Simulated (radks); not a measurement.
The numbers below are computed, except where a source is named.
Task: All-electron atom: the copper ion Cu+ in [Ar] 3d10. Level of theory: non-relativistic Kohn-Sham, r2SCAN, spin-polarised, spherical densities, point nucleus; meta-GGA in the generalised Kohn-Sham scheme (a radial shooting solver on a logarithmic mesh with Libxc functionals). Some entries of the table are withheld. Estimate them.

| orbital | occ. | eigenvalue (hartree) | <r> (bohr) |
|---|---|---|---|
| 1s | 2 | -322.7203 | 0.05291 |
| 2s | 2 | (1) | 0.2383 |
| 2p | 6 | (2) | 0.2077 |
| 3s | 2 | (3) | (4) |
| 3p | 6 | (5) | 0.7556 |
| 3d | 10 | -0.50470 | (6) |

Result: 
(1) 2s eigenvalue (hartree): -38.88608
(2) 2p eigenvalue (hartree): -34.06141
(3) 3s eigenvalue (hartree): -4.52703
(4) 3s <r> (bohr): 0.7227
(5) 3p eigenvalue (hartree): -3.00770
(6) 3d <r> (bohr): 1.001
